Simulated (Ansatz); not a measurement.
Species: cyclopenta-1,4-dien-1-ylsilane, C₅H₈Si, net charge 0, singlet state. SMILES: [SiH3]C1=CCC=C1
Geometry from a B3LYP-D3(BJ)/def2-TZVP (Ansatz, a first-principles code) optimisation:
```
C
C 1 1.3512
H 2 1.0806 1 126.23
C 1 1.4766 2 107.65 3 -180.00
C 4 1.3423 1 110.02 2 0.00
H 5 1.0798 4 126.76 1 180.00
H 4 1.0813 5 125.81 6 0.00
C 5 1.4992 6 124.08 4 180.00
H 8 1.0969 5 112.24 6 -59.58
H 8 1.0969 9 105.91 2 122.07
Si 1 1.8579 2 125.78 3 0.00
H 11 1.4814 1 109.23 2 0.00
H 11 1.4839 12 109.20 1 121.38
H 11 1.4839 12 109.20 13 117.23
```
Charge 0, spin multiplicity 1.

Atomisation energy built up term by term with Ansatz (kcal/mol; UHF references for open shells; valence terms freeze the core; atomic spin-orbit terms are left out). CBS(X,Y): correlation extrapolated as X^-3; Hartree-Fock from the larger set.

The Hartree-Fock reference is unstable (checked in the largest basis), which strains HF and MP2. 

```csv
term,basis,kcal/mol
Hartree-Fock,cc-pV(Q+d)Z,1044.20
CCSD correlation,"CBS(cc-pV(T+d)Z,cc-pV(Q+d)Z)",321.56
(T),"CBS(cc-pV(T+d)Z,cc-pV(Q+d)Z)",23.99
core correlation,cc-pwCVTZ,5.58
scalar relativity (X2C),cc-pVTZ-DK against cc-pVTZ,-1.51
sum: De,,1393.8
```

(T) makes 1.7 % of the CCSD(T) atomisation energy; under 5 % is typical of single-reference molecules.
